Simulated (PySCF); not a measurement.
Molfile (atoms numbered from 1):
```
C7H18OSi
     RDKit          3D

 27 26  0  0  0  0  0  0  0  0999 V2000
    2.7072   -1.5096   -0.9703 C   0  0  0  0  0  0  0  0  0  0  0  0
    2.2494   -0.0791   -0.6995 C   0  0  0  0  0  0  0  0  0  0  0  0
    3.1218    0.5914    0.3551 C   0  0  0  0  0  0  0  0  0  0  0  0
    0.9068   -0.1278   -0.2895 O   0  0  0  0  0  0  0  0  0  0  0  0
   -0.1135    1.0717    0.0640 Si  0  0  0  0  0  4  0  0  0  0  0  0
   -1.7773    0.1832    0.3403 C   0  0  0  0  0  0  0  0  0  0  0  0
   -2.2315   -0.5250   -0.9363 C   0  0  0  0  0  0  0  0  0  0  0  0
   -2.8267    1.2203    0.7310 C   0  0  0  0  0  0  0  0  0  0  0  0
   -1.6606   -0.8490    1.4622 C   0  0  0  0  0  0  0  0  0  0  0  0
    3.7250   -1.5138   -1.3505 H   0  0  0  0  0  0  0  0  0  0  0  0
    2.6670   -2.0884   -0.0509 H   0  0  0  0  0  0  0  0  0  0  0  0
    2.0527   -1.9763   -1.7016 H   0  0  0  0  0  0  0  0  0  0  0  0
    2.3028    0.5048   -1.6302 H   0  0  0  0  0  0  0  0  0  0  0  0
    4.1668    0.5469    0.0610 H   0  0  0  0  0  0  0  0  0  0  0  0
    2.9968    0.0831    1.3077 H   0  0  0  0  0  0  0  0  0  0  0  0
    2.8285    1.6307    0.4739 H   0  0  0  0  0  0  0  0  0  0  0  0
    0.2813    1.8105    1.2714 H   0  0  0  0  0  0  0  0  0  0  0  0
   -0.1991    2.0411   -1.0376 H   0  0  0  0  0  0  0  0  0  0  0  0
   -2.3575    0.1878   -1.7489 H   0  0  0  0  0  0  0  0  0  0  0  0
   -3.1852   -1.0292   -0.7760 H   0  0  0  0  0  0  0  0  0  0  0  0
   -1.4987   -1.2683   -1.2416 H   0  0  0  0  0  0  0  0  0  0  0  0
   -2.5362    1.7395    1.6416 H   0  0  0  0  0  0  0  0  0  0  0  0
   -3.7929    0.7452    0.9030 H   0  0  0  0  0  0  0  0  0  0  0  0
   -2.9478    1.9624   -0.0549 H   0  0  0  0  0  0  0  0  0  0  0  0
   -0.9024   -1.5900    1.2209 H   0  0  0  0  0  0  0  0  0  0  0  0
   -1.3864   -0.3704    2.4004 H   0  0  0  0  0  0  0  0  0  0  0  0
   -2.6103   -1.3652    1.6083 H   0  0  0  0  0  0  0  0  0  0  0  0
  1  2  1  0
  2  3  1  0
  2  4  1  0
  4  5  1  0
  5  6  1  0
  6  7  1  0
  6  8  1  0
  6  9  1  0
  1 10  1  0
  1 11  1  0
  1 12  1  0
  2 13  1  0
  3 14  1  0
  3 15  1  0
  3 16  1  0
  5 17  1  0
  5 18  1  0
  7 19  1  0
  7 20  1  0
  7 21  1  0
  8 22  1  0
  8 23  1  0
  8 24  1  0
  9 25  1  0
  9 26  1  0
  9 27  1  0
M  END
```

[PySCF 2.14: GFN2-xTB geometry; NMR shieldings at PBE0/pcSseg-1/GIAO; equivalent nuclei averaged; gas phase; relativity neglected; single conformer]

Chemical shifts δ = σref − σ; ¹³C (σref 186.93), ¹H (σref 31.72), ²⁹Si (σref 349.16) against TMS; ¹⁷O (σref 336.08) vs H2O, all at this level.

```tsv
atoms	nucleus	count	Hirshfeld charge	δ (ppm)
H10/H11/H12/H14/H15/H16	¹H	6	0.04	?
C1/C3	¹³C	2	-0.12	27.2
Si5	²⁹Si	1	0.38	?
C2	¹³C	1	0.06	?
O4	¹⁷O	1	-0.21	57.9
H17/H18	¹H	2	-0.09	4.69
H19/H20/H21/H22/H23/H24/H25/H26/H27	¹H	9	0.04	1.01
H13	¹H	1	0.03	4.12
C7/C8/C9	¹³C	3	-0.12	27.6
C6	¹³C	1	-0.06	20.7
```

Fill in the missing shifts.

Results:


- C2: 69.9 ppm, sp3 CH bonded to O; the inductive effect lowers its shielding
- H10/H11/H12/H14/H15/H16: 1.28 ppm, hydrogen on a methyl carbon
- Si5: -18.5 ppm, silicon bonded to C, O, 2 H

Shifts are as computed. Against solution values, carbons near 30 ppm lie about +3 ppm off and those near 130 ppm about +5 ppm. Of 1211 compounds with measured shifts, 218 miss one by over three times the rms of a fit or turn the order of signals round; such compounds aren't used in these exercises. Experimental scales use liquid or dissolved standards, which lie at an offset from isolated H2O (liquid H2O: subtract about 36 ppm).
